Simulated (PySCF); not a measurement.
H4Pb, SMILES [PbH4].

Geometry: PBE0-D3(BJ)/def2-TZVPD. The def2 effective core potentials stand for the cores of Pb; spin–orbit coupling is left out.

Level of theory: IEF-PCM-ωB97X/def2-TZVPD (PySCF).

The values are the electrostatic part of the solvation free energy, E(continuum) − E(gas) at the gas-phase geometry, in a cavity of scaled van der Waals radii (PySCF's table); cavitation and dispersion terms are not included. A continuum can't describe solvent molecules that bind to the metal. In vacuum the orbital gap is 12.30 eV. The dipole moment in vacuum is 0.00 D.

Estimate the values in water (ε = 78.36), chloroform (ε = 4.71), benzene (ε = 2.27). (Estimate from the structure and the level; the computed values follow.)


```tsv
solvent	ε	ΔG(elec) (kcal/mol)	dipole (D)	gap (eV)
water	78.36	-0.4	0.00	12.26
chloroform	4.71	-0.3	0.00	12.27
benzene	2.27	-0.2	0.00	12.28
```
